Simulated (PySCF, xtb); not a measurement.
Si(H)(F)(Et)(OH) (C2H7FOSi), SMILES [SiH](O)(F)CC.

GFN2-xTB in xtb 6.7.1 at its own geometry gives an orbital gap of 6.70 eV and a dipole moment of 3.41 D.

Geometry: PBE-D3(BJ)/def2-SVP. Other conformers were not sampled.

What does PBE/def2-TZVP run with PySCF give? (The exact figures need the calculation; the answer reports its results.)

gap 6.77 eV (levels -7.13 and -0.36 eV), dipole 2.28 D.
